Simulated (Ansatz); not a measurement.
Input file for Ansatz (a quantum-chemistry and plane-wave program): R-B3LYP/def2-TZVPP on AlH3S (SMILES [AlH2][SH]), a point of a torsion scan.

Ansatz 0.2 input:
```yaml
crystal:
  periodic: [false, false, false]
  atoms:
    - {symbol: Al, position_ang: [-0.62336546, -0.03927864, 0.05018681]}
    - {symbol: S, position_ang: [1.44198402, -0.57770561, 0.50576658]}
    - {symbol: H, position_ang: [-1.70070648, -1.09731593, -0.23537826]}
    - {symbol: H, position_ang: [-1.04797222, 1.43779846, 0.04957283]}
    - {symbol: H, position_ang: [1.90702611, 0.09314919, -0.54706155]}
basis:
  gaussian:
    orbitals: def2-TZVPP
hamiltonian:
  xc: {name: B3LYP}
scf: {lower_state_search: off}
```

The log:

```
WARN ansatz: RAYON_NUM_THREADS=1 ignored (pool sized by the plan → 1); use --threads N
Functional definition: B3LYP
these checks for a lower state are left out or cut short: stability, starts, cluster_reference, orbital_swaps, neighbouring_geometries, increment
integrals: 0.04 GiB planned
766 factors; their error is unknown
mean field: 0.38 GiB planned
mean field evaluation 1: about -17482.3396 eV, gradient 2.0e1 eV
mean field evaluation 2: about -17482.6927 eV, gradient 1.9e1 eV
mean field evaluation 4: about -17483.4900 eV, gradient 8.2e-1 eV
mean field evaluation 8: about -17483.5061 eV, gradient 1.1e-1 eV
mean field evaluation 16: about -17483.5061 eV, gradient 4.1e-6 eV
mean field -17483.50607767 eV, -642.5069976082 hartree, gradient 4.1e-6 eV, S^2 0.000000; 0 other end points of the search recorded, 0 dependent functions left out
reference -17483.50631446 eV, -642.5070063102 hartree; 16, 16 occupied and 110, 110 virtual orbitals, 766 factors
Total energy: -17483.50631446 eV, -642.5070063102 hartree
Checks for a lower state left out: stability, starts, cluster_reference, orbital_swaps, neighbouring_geometries, increment
```

The calculation finished and met its thresholds.

Cost: roughly 1.6 core-seconds.
